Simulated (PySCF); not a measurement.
A structure optimised at PBE0-D3(BJ)/def2-SVP, used in a PySCF frequency run:

```xyz
8

Al     0.2839    -0.3915     0.0000
Cl    -0.4562    -2.3366     0.0000
F      1.9270    -0.1456     0.0000
S     -1.0082     1.3259     0.0000
C      0.2375     2.6737     0.0000
H      1.2642     2.2862     0.0000
H      0.0816     3.2891     0.8956
H      0.0816     3.2891    -0.8956
```
Charge 0, spin multiplicity 1.

Write its SMILES, formula and point group.

C[S][Al]([F])[Cl], CH3AlClFS, Cs

What are its rotational constants (standard atomic weights)?

4.3348, 1.3741, 1.0504 GHz
